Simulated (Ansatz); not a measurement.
BCl, SMILES `[B]Cl` (lower singlet) (charge 0, multiplicity 1). This singlet lies 2.52 eV below the relaxed triplet at the level composite: frozen-core CCSD(T) with HF/cc-pV5Z and the correlation energy extrapolated as X^-3 from cc-pVQZ and cc-pV5Z, plus CCSDT(Q) minus CCSD(T) in cc-pVTZ // B3LYP-D3(BJ)/def2-TZVP (Ansatz, a first-principles code).

Calculation: Ansatz with frozen-core CCSDT(Q)/cc-pVDZ // B3LYP-D3(BJ)/def2-TZVP.

Ansatz 0.2 input:
```yaml
crystal:
  periodic: [false, false, false]
  atoms:
    - { symbol: B, position_ang: [0.860742, -0.000004, -0.000003] }
    - { symbol: Cl, position_ang: [-0.860742, 0.000004, 0.000003] }
basis:
  gaussian: { orbitals: cc-pVDZ }
correlation:
  method: ccsdt_q
```

Output:

```
Functional definition: HF
585 factors; integrals over basis functions are off by at most 2.2e-7 eV
mean field evaluation 1: about -13173.5670 eV, gradient 1.0e1 eV
mean field evaluation 2: about -13173.5691 eV, gradient 1.0e1 eV
mean field evaluation 4: about -13174.0243 eV, gradient 1.3e0 eV
mean field evaluation 8: about -13174.0388 eV, gradient 6.3e-4 eV
mean field evaluation 16: about -13174.0388 eV, gradient 1.4e-6 eV
mean field -13174.03880775 eV, -484.1369965005 hartree, gradient 1.4e-6 eV, S^2 0.000000; 0 other end points of the search recorded, 0 dependent functions left out; unrestricted orbitals would lower it
6 core orbitals not correlated
reference -13174.03880775 eV, -484.1369965005 hartree; 5, 5 occupied and 21, 21 virtual orbitals, 585 factors
second order -5.33883855 eV of doubles, -0.00000000 eV of singles
cycle   1  -5.80796825 eV  change   -4.7e-1 eV  update   8.8e-2
cycle   2  -6.13900328 eV  change   -3.3e-1 eV  update   4.5e-2
cycle   3  -6.34220353 eV  change   -2.0e-1 eV  update   2.9e-2
cycle   4  -6.31442814 eV  change    2.8e-2 eV  update   6.9e-3
cycle   5  -6.31525296 eV  change   -8.2e-4 eV  update   2.9e-3
cycle   6  -6.31742906 eV  change   -2.2e-3 eV  update   1.0e-3
cycle   7  -6.31700807 eV  change    4.2e-4 eV  update   4.1e-4
cycle   8  -6.31681424 eV  change    1.9e-4 eV  update   1.2e-4
cycle   9  -6.31696025 eV  change   -1.5e-4 eV  update   4.1e-5
cycle  10  -6.31696279 eV  change   -2.5e-6 eV  update   1.2e-5
cycle  11  -6.31696855 eV  change   -5.8e-6 eV  update   5.0e-6
cycle  12  -6.31696747 eV  change    1.1e-6 eV  update   1.8e-6
cycle  13  -6.31696629 eV  change    1.2e-6 eV  update   6.1e-7
perturbative correction -0.01480555 eV, -0.0005440939 hartree
Total energy: -13180.37057959 eV, -484.3696848238 hartree
```
